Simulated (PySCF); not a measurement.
Job file and geometry (Å, from GFN2-xTB) of an NMR shielding run on `InChI=1S/C2H13ClN2Si3/c3-8-5(7)2-1-4-6/h4H,1-2,8H2,6-7H3`, PySCF, GIAO PBE0/pcSseg-1 NMR shielding, non-relativistic, gas phase; density fitting, a coarse starting grid and PySCF grid level 2 are the driver's defaults:

```
$ OMP_NUM_THREADS=1 python probes_run.py task.json out

{"job": {"kind": "nmr", "xc": "PBE0", "basis": "pcSseg-1"}, "charge": 0, "multiplicity": 1}
Si     3.217944     0.429024    -0.333547
N      2.160118    -0.790077     0.261481
C      0.758932    -0.818424    -0.061139
C     -0.089211     0.118544     0.806812
N     -1.460878     0.194581     0.349876
Si    -2.509949    -1.158075     0.706604
Si    -1.776317     1.481170    -0.756619
Cl    -3.677353     1.339950    -1.361975
H      3.085048     0.382892    -1.789131
H      2.944879     1.807643     0.110036
H      4.532686     0.012484     0.145508
H      2.331511    -1.145237     1.190548
H      0.370998    -1.839114     0.044585
H      0.643895    -0.521982    -1.105909
H      0.361054     1.114482     0.783065
H     -0.068448    -0.233319     1.843211
H     -1.929188    -1.782768     1.895544
H     -3.837623    -0.626451     0.987238
H     -2.537973    -2.109554    -0.408655
H     -1.596884     2.747881    -0.047778
H     -0.932161     1.413291    -1.950820
```

Question: Write the output of this run.

Answer: 
```
coarse grid: 18856 points
cycle   1  E = -1521.3702610611  dE =  6.727e-01  |g| = 5.198e-01  |ddm| = 4.114e+00
cycle   2  E = -1521.3268216587  dE =  4.344e-02  |g| = 6.895e-01  |ddm| = 1.189e+00
cycle   3  E = -1521.4291913878  dE = -1.024e-01  |g| = 7.589e-02  |ddm| = 7.404e-01
cycle   4  E = -1521.4302926956  dE = -1.101e-03  |g| = 3.008e-02  |ddm| = 1.056e-01
cycle   5  E = -1521.4304841433  dE = -1.914e-04  |g| = 8.766e-03  |ddm| = 3.949e-02
cycle   6  E = -1521.4304983200  dE = -1.418e-05  |g| = 3.444e-03  |ddm| = 1.098e-02
cycle   7  E = -1521.4305006719  dE = -2.352e-06  |g| = 4.699e-04  |ddm| = 3.370e-03
final grid: 161760 points
cycle   8  E = -1521.4701676335  dE = -3.681e-05  |g| = 7.956e-03  |ddm| = 2.797e-02
cycle   9  E = -1521.4701560641  dE =  1.157e-05  |g| = 1.050e-02  |ddm| = 1.804e-02
cycle  10  E = -1521.4701815755  dE = -2.551e-05  |g| = 1.036e-03  |ddm| = 1.072e-02
cycle  11  E = -1521.4701817541  dE = -1.786e-07  |g| = 3.414e-04  |ddm| = 1.084e-03
cycle  12  E = -1521.4701817787  dE = -2.463e-08  |g| = 7.285e-05  |ddm| = 3.532e-04
cycle  13  E = -1521.4701817797  dE = -9.768e-10  |g| = 3.059e-05  |ddm| = 9.849e-05
converged SCF energy = -1521.4701817797

GIAO shielding tensors (ppm)
atom      isotropic    diamagn.    paramagn.     s11        s22        s33       span
  0 Si     406.127     879.761    -473.634    358.609    382.157    477.617    119.008
  1 N      248.066     322.225     -74.159    217.751    239.873    286.576     68.825
  2 C      136.586     249.854    -113.268    107.871    133.867    168.021     60.150
  3 C      134.375     249.006    -114.630    104.309    132.196    166.621     62.312
  4 N      254.145     330.762     -76.618    228.499    231.641    302.294     73.795
  5 Si     394.140     880.410    -486.270    344.741    376.305    461.374    116.633
  6 Si     372.340     879.404    -507.063    345.108    356.467    415.446     70.338
  7 Cl     968.941    1148.462    -179.521    874.422    977.186   1055.214    180.792
  8 H       27.163      29.556      -2.392     24.055     25.437     31.997      7.941
  9 H       26.871      29.755      -2.884     22.760     25.836     32.015      9.255
 10 H       27.115      28.215      -1.099     23.454     25.089     32.802      9.348
 11 H       31.908      32.775      -0.867     22.744     30.590     42.390     19.645
 12 H       28.491      32.939      -4.449     22.564     29.923     32.984     10.420
 13 H       29.143      34.446      -5.303     24.633     30.442     32.353      7.720
 14 H       28.886      34.632      -5.746     24.186     28.869     33.603      9.417
 15 H       28.984      33.829      -4.846     24.056     29.593     33.302      9.246
 16 H       27.319      30.341      -3.022     24.136     25.898     31.923      7.787
 17 H       26.687      29.324      -2.637     22.095     26.329     31.638      9.543
 18 H       26.867      29.841      -2.974     23.524     24.378     32.700      9.176
 19 H       26.303      29.325      -3.023     22.142     24.972     31.795      9.653
 20 H       26.162      30.492      -4.330     21.297     26.116     31.072      9.775
```

Question: Turn these shieldings into chemical shifts. δ = σ(ref) − σ, references computed at the same level: $^{29}$Si (σref 349.16), $^{13}$C (σref 186.93), $^{1}$H (σref 31.72) against TMS; NH3 for $^{15}$N (σref 267.73); $^{35}$Cl (σref 949.78) vs HCl.

Answer: Averaging equivalent atoms: Si 6: -23.2; Si 5: -45.0; Si 0: -57.0; N 1: 19.7; N 4: 13.6; C 3: 52.5; C 2: 50.3; Cl 7: -19; H 19/20: 5.48; H 16/17/18: 4.76; H 8/9/10: 4.67; H 12/13: 2.90; H 14/15: 2.78; H 11: -0.19 ppm. Experimental scales use liquid or dissolved standards, which lie at an offset from isolated NH3 (liquid NH3: subtract about 20 ppm).

Size and cost of the density-fitted run: 229 basis functions, 54 s wall time on 1 thread of an Arm Neoverse V1, shared host; peak memory 1.1 GiB.
